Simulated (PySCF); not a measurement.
Job for PySCF: R-MP2/6-31G* on MgH-, 2S+1 = 1, a spin state set in the input, which need not be the lowest, a point of a bond scan (R = 1.953 Å). Charge -1.

```python
from pyscf import gto, scf, dft, mp
from pyscf.data.elements import chemcore

mol = gto.M(
    atom='''
    H     0.00000000    0.00000000    0.00000000
    Mg    0.00000000    0.00000000    1.95339800
    ''',
    basis='6-31g*',
    cart=True,
    charge=-1, spin=0, verbose=3, max_memory=1800)
mf = scf.RHF(mol)
mf.conv_tol = 1e-8
mf.max_cycle = 100
mf.kernel()
if not mf.converged:
    mf = mf.newton().run(mf.mo_coeff, mf.mo_occ)
pt = mp.MP2(mf, frozen=chemcore(mol)).run()
```

Give the final energy of this run.

-200.1662 hartree.
